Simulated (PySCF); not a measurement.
## Fractional electron number in Pm (promethium, neutral)

The 6s beta orbital of [Xe] 4f5 6s2 is emptied in steps (occupation f), with all orbitals relaxed, ending at [Xe] 4f5 6s1. Computed with PySCF 2.14 in def2-TZVP with the def2 core potential (28 electrons) (10s7p5d4f1g, 93 functions), with scalar relativity through the core potential. The exact energy is a straight line in f; departures are measured from the line between the end points of the same method.

| f | B3LYP (eV) |
| --- | --- |
| 1 | 0.000 |
| 0.9 | -0.164 |
| 0.7 | -0.386 |
| 0.5 | -0.463 |
| 0.3 | -0.393 |
| 0.1 | -0.169 |
| 0 | 0.000 |

| method | E(f=0) − E(f=1) (eV) | −ε at f=1 (eV) | −ε at f=0.5 (eV) |
| --- | --- | --- | --- |
| B3LYP | 5.642 | 3.831 | 5.621 |

Orbital energy along the path (eV):

```csv
f,B3LYP
1,-3.831
0.9,-4.179
0.7,-4.890
0.5,-5.621
0.3,-6.375
0.1,-7.148
0,-7.495
```

Reference removal energy between the ground levels: 5.582 eV (measured; NIST Atomic Spectra Database, ionization energies). The calculation has no spin-orbit coupling.
